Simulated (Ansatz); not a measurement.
AlCl₃H₄OSi, SMILES `[SiH3][OH+][Al-]([Cl])([Cl])[Cl]`. Charge 0, multiplicity 1.

```xyz
10

Si   -1.225    1.041    0.067
O     0.277    0.394   -0.451
Al    1.069   -1.264    0.081
Cl    0.288   -1.407    2.039
Cl    3.091   -0.695   -0.138
Cl    0.325   -2.674   -1.284
H    -1.570    2.046   -0.964
H    -1.046    1.672    1.389
H    -2.145   -0.107    0.079
H     0.936    0.996   -0.818
```

**Question.** What are the harmonic wavenumbers in cm⁻¹ at PBE0-D4/def2-TZVP (Ansatz, finite differences of forces, unscaled)? (An estimate is asked.)

**Answer.** The calculation gave: 28, 70, 118, 120, 144, 164, 174, 224, 299, 377, 447, 563, 577, 696, 715, 773, 934, 947, 961, 1075, 2264, 2291, 2319, 3825.

**Question.** Is this a minimum?

**Answer.** Yes, all 24 modes are real.

**Question.** Give the ideal-gas thermochemistry at 298.15 K and 1 bar (rigid rotor, harmonic oscillator; point group C1, symmetry number 1).

**Answer.** Zero-point energy 120.3 kJ/mol; H(298) − E = 149.4 kJ/mol; entropy 432.4 J/(mol·K), of which translation 173.7, rotation 127.1, vibration 131.6; G(298) − E = 20.5 kJ/mol. Modes under 100 cm⁻¹ are hindered rotations or soft bends, so the harmonic entropy is rough.

**Question.** Rotational constants (cm⁻¹)?

**Answer.** 0.03969, 0.02808, 0.02651.
